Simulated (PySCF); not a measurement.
Structure from NMR data

Molecular formula: C3LiN. Simulated spectra:

¹³C{¹H} NMR (computed): δ 132.2, 111.8, 85.7.

Computational details: shielding tensors at B97-2/pcSseg-2 (GIAO), geometry: PBE0-D3(BJ)/def2-TZVP, in PySCF 2.14.0 with density-fitted response routines (no solvent, one computed conformer, non-relativistic).

δ = σ(ref) − σ, references computed at the same level: TMS for ¹³C (σref 185.38).

Q: Propose a structure and justify it.

A: 
3 carbon signals for 3 carbons: no two carbons are equivalent. Carbon types of the structure: 3 × C. δC 132.2, 85.7: alkyne carbon. δC 111.8: nitrile carbon; this is the usual window of a C≡N carbon, which has no attached hydrogen.

These data were computed for Li/Na-Cyanoacetylene (SMILES [Li][C]#CC#N).

The data come from this structure; uniqueness wasn't tested.

Shifts are as computed. Against solution values, carbons near 30 ppm lie about +3 ppm off and those near 130 ppm about +7 ppm. Of 1211 compounds with measured shifts, 218 miss one by over three times the rms of a fit or turn the order of signals round; such compounds aren't used in these exercises.
